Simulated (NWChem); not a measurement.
System: CH7BO2Si; SMILES OB(O)[SiH2]C

Here is an NWChem input.

```
start job
memory heap 200 mb stack 900 mb global 1100 mb
geometry units angstroms noautoz
  Si    -0.390344    -0.978997    -0.453334
  C      0.386365    -2.152619     0.799739
  B     -0.067009     0.977405     0.027863
  O      1.045231     1.266598     0.750681
  O     -0.875615     2.016867    -0.333339
  H     -1.867689    -1.239677    -0.567982
  H      0.174348    -1.251918    -1.818754
  H      1.461354    -1.935893     0.894544
  H      0.266570    -3.204123     0.499091
  H     -0.071788    -2.021350     1.791799
  H      1.120539     2.215903     0.918848
  H     -1.654019     1.742699    -0.826213
end
basis spherical
  Si library def2-svp
  C library def2-svp
  B library def2-svp
  O library def2-svp
  H library def2-svp
end
dft
  xc m06-2x
  grid xcoarse
  iterations 150
  mulliken
end
task dft gradient
```

Excerpt of the output:

```
             Northwest Computational Chemistry Package (NWChem) 7.3.0
             --------------------------------------------------------

 C1  symmetry detected

                             Geometry "geometry" -> ""
                             -------------------------

 Output coordinates in angstroms (scale by  1.889725989 to convert to a.u.)

  No.       Tag          Charge          X              Y              Z
 ---- ---------------- ---------- -------------- -------------- --------------
    1 Si                  14.0000    -0.65657737     0.90620269     0.18245406
    2 C                    6.0000     0.64355961     2.18548123    -0.29077703
    3 B                    5.0000     0.05049172    -1.00071436     0.01714976
    4 O                    8.0000     1.38710550    -1.18576764     0.16679982
    5 O                    8.0000    -0.71919307    -2.10389024    -0.21818004
    6 H                    1.0000    -1.88622202     1.07091816    -0.66871534
    7 H                    1.0000    -1.10928363     1.14468342     1.59522393
    8 H                    1.0000     1.54764399     2.03923196     0.31979818
    9 H                    1.0000     0.27842233     3.21157169    -0.13516902
   10 H                    1.0000     0.93040191     2.07613019    -1.34769832
   11 H                    1.0000     1.62601407    -2.11924566     0.08511199
   12 H                    1.0000    -1.65200912    -1.90218002    -0.33295312

 Effective nuclear repulsion energy (a.u.)     213.0731330040

                                 NWChem DFT Module
                                 -----------------

 Summary of "ao basis" -> "ao basis" (spherical)
 ------------------------------------------------------------------------------
       Tag                 Description            Shells   Functions and Types
 ---------------- ------------------------------  ------  ---------------------
 Si                         def2-svp                 8       18   4s3p1d
 C                          def2-svp                 6       14   3s2p1d
 B                          def2-svp                 6       14   3s2p1d
 O                          def2-svp                 6       14   3s2p1d
 H                          def2-svp                 3        5   2s1p

            General Information
            -------------------
          SCF calculation type: DFT
          Wavefunction type:  closed shell.
          No. of atoms     :    12
          No. of electrons :    48
           Alpha electrons :    24
            Beta electrons :    24
          Charge           :     0
          Spin multiplicity:     1
          Use of symmetry is: off; symmetry adaption is: off
          Maximum number of iterations: 150
          AO basis - number of functions:   109
                     number of shells:    53
          Convergence on energy requested:  1.00D-06
          Convergence on density requested:  1.00D-05
          Convergence on gradient requested:  5.00D-04

              XC Information
              --------------
                       M06-2X Method XC Functional
                     Hartree-Fock (Exact) Exchange  0.540
                        M06-2X Exchange Functional  1.000
                      M06-2X Correlation Potential  1.000

             Grid Information
             ----------------
          Grid used for XC integration:  xcoarse
          Radial quadrature: Mura-Knowles
          Angular quadrature: Lebedev.
          Tag              B.-S. Rad. Rad. Pts. Rad. Cut. Ang. Pts.
          ---              ---------- --------- --------- ---------
          Si                  1.10       42          10.0       194
          C                   0.70       21          11.0       194
          B                   0.85       21          10.0       194
          O                   0.60       21          12.0       194
          H                   0.35       21          12.0       194
          Grid pruning is: on
          Number of quadrature shells:   273
          Spatial weights used:  Erf1

      Superposition of Atomic Density Guess
      -------------------------------------

 Sum of atomic energies:        -503.74461033

      Non-variational initial energy
      ------------------------------

 Total energy =    -505.977181
 1-e energy   =   -1115.720864
 2-e energy   =     396.670550
 HOMO         =      -0.331080
 LUMO         =       0.029455

     ---------------------------------------------
      Total Density - Mulliken Population Analysis
     ---------------------------------------------

    Atom       Charge   Shell Charges
 -----------   ------   -------------------------------------------------------
    1 Si  14    13.72   2.00  1.99  1.02  0.29  5.94  1.16  1.20  0.13
    2 C    6     6.58   1.99  0.96  0.28  2.11  1.22  0.01
    3 B    5     4.60   1.99  0.87  0.16  1.17  0.24  0.16
    4 O    8     8.52   1.99  1.11  0.56  3.08  1.77  0.01
    5 O    8     8.52   1.99  1.11  0.56  3.08  1.77  0.01
    6 H    1     1.07   0.70  0.36  0.01
    7 H    1     1.07   0.70  0.36  0.01
    8 H    1     0.87   0.65  0.18  0.03
    9 H    1     0.86   0.65  0.18  0.03
   10 H    1     0.86   0.65  0.18  0.03
   11 H    1     0.67   0.53  0.08  0.06
   12 H    1     0.66   0.53  0.07  0.06

   convergence    iter        energy       DeltaE   RMS-Dens  Diis-err
 ---------------- ----- ----------------- --------- --------- ---------
 d= 0,ls=0.0,diis     1   -506.7481099909 -7.20D+02  9.58D-03  6.66D-01
 d= 0,ls=0.0,diis     2   -506.7750103583 -2.69D-02  4.08D-03  6.27D-01
 d= 0,ls=0.0,diis     3   -506.8301176741 -5.51D-02  6.23D-04  1.08D-02
 d= 0,ls=0.0,diis     4   -506.8312155685 -1.10D-03  1.72D-04  3.60D-04
 d= 0,ls=0.0,diis     5   -506.8312583605 -4.28D-05  5.64D-05  5.92D-05
  Resetting Diis
 d= 0,ls=0.0,diis     6   -506.8312663064 -7.95D-06  1.56D-05  4.45D-06
 d= 0,ls=0.0,diis     7   -506.8312668040 -4.98D-07  9.73D-06  7.77D-07

         Total DFT energy =     -506.831266804044
      One electron energy =    -1121.036244175673
           Coulomb energy =      451.276147640858
    Exchange-Corr. energy =      -50.144303273206
 Nuclear repulsion energy =      213.073133003977

 Numeric. integr. density =       48.003177930388

                       DFT Final Molecular Orbital Analysis
                       ------------------------------------

 Vector   22  Occ=2.000000D+00  E=-3.789314D-01
              MO Center= -1.0D+00,  1.1D+00,  2.5D-01, r^2= 2.8D+00
   Bfn.  Coefficient  Atom+Function         Bfn.  Coefficient  Atom+Function
  ----- ------------  ---------------      ----- ------------  ---------------
    75      0.320565   6 H  s                80     -0.295394   7 H  s
    10     -0.248030   1 Si pz               13     -0.201102   1 Si pz
    76      0.198106   6 H  s                81     -0.179415   7 H  s
     7      0.139952   1 Si pz               24      0.126048   2 C  pz
    85      0.118295   8 H  s                95     -0.109034  10 H  s

 Vector   23  Occ=2.000000D+00  E=-3.722632D-01
              MO Center= -1.0D-01,  1.6D+00,  2.4D-02, r^2= 2.7D+00
   Bfn.  Coefficient  Atom+Function         Bfn.  Coefficient  Atom+Function
  ----- ------------  ---------------      ----- ------------  ---------------
    22      0.311651   2 C  px                8     -0.242344   1 Si px
    23      0.227201   2 C  py               80      0.187968   7 H  s
    11     -0.176921   1 Si px               25      0.176517   2 C  px
    75      0.152607   6 H  s                26      0.137600   2 C  py
     5      0.136413   1 Si px               95      0.123873  10 H  s

 Vector   24  Occ=2.000000D+00  E=-3.328880D-01
              MO Center= -3.1D-01,  2.1D-02,  7.0D-02, r^2= 3.2D+00
   Bfn.  Coefficient  Atom+Function         Bfn.  Coefficient  Atom+Function
  ----- ------------  ---------------      ----- ------------  ---------------
    37      0.331858   3 B  py                9      0.279120   1 Si py
    12      0.240399   1 Si py               65      0.238687   5 O  py
    34     -0.208805   3 B  s                68      0.169192   5 O  py
    23     -0.156045   2 C  py                6     -0.151526   1 Si py
     4     -0.148161   1 Si s                11     -0.123630   1 Si px

 Vector   25  Occ=0.000000D+00  E= 4.095754D-02
              MO Center= -2.9D-01, -1.6D-01, -2.8D-02, r^2= 4.0D+00
   Bfn.  Coefficient  Atom+Function         Bfn.  Coefficient  Atom+Function
  ----- ------------  ---------------      ----- ------------  ---------------
    21      0.824518   2 C  s                13      0.700545   1 Si pz
    81     -0.602299   7 H  s                12     -0.399464   1 Si py
    41      0.378931   3 B  pz               38     -0.353466   3 B  pz
    76      0.273119   6 H  s                11     -0.246282   1 Si px
    35     -0.222172   3 B  s                55     -0.219873   4 O  pz

 Vector   26  Occ=0.000000D+00  E= 7.189042D-02
              MO Center= -8.7D-01, -2.3D-01,  1.7D-02, r^2= 5.9D+00
   Bfn.  Coefficient  Atom+Function         Bfn.  Coefficient  Atom+Function
  ----- ------------  ---------------      ----- ------------  ---------------
    21      1.230904   2 C  s                12     -0.780093   1 Si py
   106      0.765464  12 H  s                11     -0.691569   1 Si px
    76     -0.521741   6 H  s                63     -0.476403   5 O  s
    35     -0.340726   3 B  s                86     -0.312613   8 H  s
   101     -0.311218  11 H  s                91     -0.300054   9 H  s

 Vector   27  Occ=0.000000D+00  E= 8.925845D-02
              MO Center= -5.0D-02, -1.2D+00, -1.3D-01, r^2= 7.5D+00
   Bfn.  Coefficient  Atom+Function         Bfn.  Coefficient  Atom+Function
  ----- ------------  ---------------      ----- ------------  ---------------
    21      0.952150   2 C  s               106     -0.827908  12 H  s
   101     -0.677132  11 H  s                49      0.620841   4 O  s
    63      0.607826   5 O  s                76     -0.449095   6 H  s
     3      0.417487   1 Si s                11     -0.412022   1 Si px
    96     -0.394065  10 H  s                86     -0.331629   8 H  s

     ---------------------------------------------
      Total Density - Mulliken Population Analysis
     ---------------------------------------------

    Atom       Charge   Shell Charges
 -----------   ------   -------------------------------------------------------
    1 Si  14    13.76   2.00  1.98  1.01  0.27  5.93  1.31  1.08  0.17
    2 C    6     6.36   1.99  0.86  0.30  2.12  1.08  0.02
    3 B    5     4.98   1.99  0.81  0.09  1.54  0.37  0.18
    4 O    8     8.19   1.99  1.08  0.56  2.91  1.65  0.01
    5 O    8     8.20   1.99  1.07  0.56  2.91  1.65  0.01
    6 H    1     1.09   0.73  0.35  0.01
    7 H    1     1.07   0.73  0.34  0.01
    8 H    1     0.92   0.72  0.17  0.02
    9 H    1     0.92   0.73  0.17  0.02
   10 H    1     0.93   0.73  0.18  0.02
   11 H    1     0.79   0.66  0.06  0.07
   12 H    1     0.78   0.67  0.04  0.07

     -------------------------------------------
      Total Density - Lowdin Population Analysis
     -------------------------------------------

    Atom       Charge   Shell Charges
 -----------   ------   -------------------------------------------------------
    1 Si  14    13.59   2.00  1.93  0.64  0.33  5.82  1.35  1.25  0.26
    2 C    6     6.26   1.96  0.58  0.34  1.89  1.44  0.05
    3 B    5     5.26   1.96  0.52  0.27  1.42  0.68  0.40
    4 O    8     8.01   1.97  0.85  0.56  2.72  1.90  0.02
    5 O    8     8.03   1.97  0.84  0.56  2.72  1.91  0.02
    6 H    1     1.10   0.64  0.44  0.02
    7 H    1     1.09   0.64  0.43  0.02
    8 H    1     0.96   0.62  0.26  0.07
    9 H    1     0.96   0.63  0.27  0.07
   10 H    1     0.96   0.63  0.27  0.07
   11 H    1     0.89   0.54  0.17  0.18
   12 H    1     0.89   0.55  0.16  0.18

     Multipole analysis of the density
     ---------------------------------

     L   x y z        total         alpha         beta         nuclear
     -   - - -        -----         -----         ----         -------
     0   0 0 0     -0.000000    -24.000000    -24.000000     48.000000

     1   1 0 0     -0.206288     -0.103144     -0.103144      0.000000
     1   0 1 0     -0.350767     -0.175384     -0.175384     -0.000000
     1   0 0 1     -0.187741     -0.093870     -0.093870      0.000000

     2   2 0 0    -27.358191    -87.891607    -87.891607    148.425024
     2   1 1 0      0.315263     -1.969802     -1.969802      4.254867
     2   1 0 1      0.276641      0.684183      0.684183     -1.091724
     2   0 2 0    -27.649817   -230.179245   -230.179245    432.708674
     2   0 1 1     -0.139443      0.842957      0.842957     -1.825357
     2   0 0 2    -29.186940    -26.422768    -26.422768     23.658595

            General Information
            -------------------
          SCF calculation type: DFT
          Wavefunction type:  closed shell.
          No. of atoms     :    12
          No. of electrons :    48
           Alpha electrons :    24
            Beta electrons :    24
          Charge           :     0
          Spin multiplicity:     1
          Use of symmetry is: off; symmetry adaption is: off
          Maximum number of iterations: 150
          AO basis - number of functions:   109
                     number of shells:    53
          Convergence on energy requested:  1.00D-06
          Convergence on density requested:  1.00D-05
          Convergence on gradient requested:  5.00D-04

              XC Information
              --------------
                       M06-2X Method XC Functional
                     Hartree-Fock (Exact) Exchange  0.540
                        M06-2X Exchange Functional  1.000
                      M06-2X Correlation Potential  1.000

             Grid Information
             ----------------
          Grid used for XC integration:  xcoarse
          Radial quadrature: Mura-Knowles
          Angular quadrature: Lebedev.
          Tag              B.-S. Rad. Rad. Pts. Rad. Cut. Ang. Pts.
          ---              ---------- --------- --------- ---------
          Si                  1.10       42          10.0       194
          C                   0.70       21          11.0       194
          B                   0.85       21          10.0       194
          O                   0.60       21          12.0       194
          H                   0.35       21          12.0       194
          Grid pruning is: on
          Number of quadrature shells:   273
          Spatial weights used:  Erf1

[...]

                         DFT ENERGY GRADIENTS

    atom               coordinates                        gradient
                 x          y          z           x          y          z
   1 Si     -1.240751   1.712475   0.344788    0.001657  -0.001786  -0.000198
   2 C       1.216151   4.129961  -0.549489   -0.001653  -0.001158   0.000491
   3 B       0.095416  -1.891076   0.032408   -0.002880   0.004141  -0.000069
   4 O       2.621249  -2.240776   0.315206    0.003087   0.005164   0.001394
   5 O      -1.359078  -3.975776  -0.412300    0.002981  -0.005279  -0.000278
   6 H      -3.564443   2.023742  -1.263689   -0.000507   0.000273   0.000082
   7 H      -2.096242   2.163138   3.014536   -0.000295   0.000287   0.000553
   8 H       2.924623   3.853590   0.604331    0.000974  -0.000048   0.000325
   9 H       0.526142   6.068990  -0.255432   -0.000075   0.001544   0.000070
  10 H       1.758205   3.923317  -2.546781    0.000475   0.000115  -0.001148
  11 H       3.072721  -4.004794   0.160838    0.001110  -0.005182  -0.000841
  12 H      -3.121845  -3.594599  -0.629190   -0.004875   0.001929  -0.000380
```

Level: M06-2X/def2-SVP. Coordinates come from a PBE0/def2-SVP optimisation. No frequency run checked for a minimum.
